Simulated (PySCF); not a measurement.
Correlation energy of Cr(6+) (chromium, charge +6)

Starting occupation: [Ar]. All numbers are calculated (PySCF 2.14, X2C-1e with screened-nucleus spin-orbit coupling, Gaussian nucleus, in x2c-TZVPPall-2c with one added diffuse shell each of s, p, d, f type (7s8p5d3f1g, 86 functions)). Frozen: 1s2; 16 electrons correlated.

MP2 pair energies summed by pair of shells (mhartree):

| pair | energy | share (%) |
| --- | --- | --- |
| 3p3/2-3p3/2 | -88.05 | 27.5 |
| 3p1/2-3p3/2 | -85.40 | 26.7 |
| 3p3/2-3s1/2 | -25.77 | 8.1 |
| 3p1/2-3p1/2 | -22.66 | 7.1 |
| 2p1/2-2p3/2 | -17.80 | 5.6 |
| 2p3/2-2p3/2 | -15.34 | 4.8 |
| 3p1/2-3s1/2 | -12.87 | 4.0 |
| 2p3/2-3p3/2 | -11.63 | 3.6 |
| 3s1/2-3s1/2 | -8.83 | 2.8 |
| 2p3/2-3p1/2 | -6.88 | 2.2 |
| 2p1/2-3p3/2 | -6.59 | 2.1 |
| 2p1/2-2p1/2 | -3.27 | 1.0 |
| 2s1/2-3p3/2 | -3.17 | 1.0 |
| 2p1/2-3p1/2 | -2.43 | 0.8 |
| 2p3/2-2s1/2 | -2.33 | 0.7 |
| 2p3/2-3s1/2 | -1.68 | 0.5 |
| 2s1/2-3p1/2 | -1.61 | 0.5 |
| 2p1/2-2s1/2 | -1.16 | 0.4 |
| 2s1/2-2s1/2 | -0.83 | 0.3 |
| 2p1/2-3s1/2 | -0.81 | 0.3 |
| 2s1/2-3s1/2 | -0.76 | 0.2 |

Total MP2 correlation energy: -319.85 mhartree.

The virtual space was cut to 110 spinors, which keep -319.83 of the -319.85 mhartree of MP2 correlation.

| level | correlation energy (mhartree) |
| --- | --- |
| CCSD | -344.11 |
| (T) | -5.31 |
| CCSD(T) | -349.42 |

Diagnostics: T1 = 0.00072, largest double amplitude 0.052.

Is a single reference adequate?

Yes: T1 lies below 0.03 and no double amplitude reaches 0.07.

This basis was not built for core-valence correlation, so the inner-shell part is incomplete.
